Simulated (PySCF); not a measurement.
## HReN, doublet: structure and spectrum

Level of theory: UPBE0/[Re def2-TZVP with ECP60, N def2-TZVP, H def2-TZVP], scalar-relativistic core potentials, density fitting, no spin–orbit coupling, PySCF.

The structure is a minimum.

```xyz
3
charge 0 multiplicity 2, angstrom
Re    0.0755    0.0000   -0.0820
N    -1.1029    0.0000    1.0305
H     1.3194    0.0000    0.9892
```

```
Point group                                                                   : Cs
Bond lengths                                                                  : Re–H 1.642 Å, Re–N 1.621 Å
Bond angles                                                                   : H–Re–N 95.9°
Principal quadrupole moments (Buckingham, traceless) about the centre of mass : -1.82, 0.59, 1.23 D Å
Zero-point energy                                                             : 24.4 kJ/mol
Rotational symmetry number                                                    : 1
Entropy at 298.15 K and 1 bar (electronic part: spin only)                    : 264.4 J/(mol K)
Highest occupied level (β)                                                    : -5.65 eV
Lowest empty level (β)                                                        : -2.87 eV
Atomisation energy without zero-point energy                                  : 743 kJ/mol
Dipole moment                                                                 : 3.83 D
Spin squared ⟨S²⟩                                                             : 0.765
Heat capacity Cp at 298.15 K                                                  : 37.3 J/(mol K)
Rotational constants                                                          : 6.321, 0.4915, 0.456 cm⁻¹
Principal polarisabilities                                                    : 46.8, 50.6, 52.0 bohr³
Enthalpy at 298.15 K above 0 K                                                : 10.22 kJ/mol
```

Harmonic modes (masses in u: Re 186.956, N 14.003, H 1.008):
| symmetry | ω (cm⁻¹) | IR (km/mol) | type |
| --- | --- | --- | --- |
| a' | 730 | 32.9 | bend |
| a' | 1217 | 49.4 | stretch |
| a' | 2133 | 54.5 | stretch |

Charges (e):
```csv
atom,Mulliken,Löwdin,polar tensor,spin (Mulliken),Mayer order to Re1
Re1,0.35,0.26,0.70,1.20,–
N2,-0.31,-0.21,-0.51,-0.17,3.05
H3,-0.04,-0.05,-0.19,-0.03,1.01
```

Mulliken populations on Re1 (electrons outside its core potential): s 2.85, p 6.16, d 5.60, f 0.04.

This need not be the most stable arrangement of these atoms. With open d or f shells other occupations or spin states may lie lower. No spin–orbit coupling is included, which matters more the heavier the element.

The final relaxation and frequency run took 64 s on 2 threads of a shared Arm Neoverse N1 host, with 77 basis functions and 14 gradients; the process peaked at 0.74 GiB. Launch command: `OMP_NUM_THREADS=2 python axn.py task.json out`.
